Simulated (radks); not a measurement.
Q: Calculated with a radial shooting solver on a logarithmic mesh with Libxc functionals: scalar-relativistic Kohn-Sham, r2SCAN, spin-polarised, spherical densities, finite nucleus; open shells are filled with parallel spins first; meta-GGA in the generalised Kohn-Sham scheme; Fermi nuclear charge, rms radius of each element as measured or else 0.836 A^(1/3) + 0.57 fm. Each species is in its NIST ground configuration. Rank P+, S+, Mg+, Ar+, Al+, Cl+, Si+ by Delta-SCF ionisation energy (eV), largest first.

A: Ar+ 27.783, S+ 23.842, Cl+ 23.308, P+ 20.057, Al+ 18.412, Si+ 16.183, Mg+ 15.047.
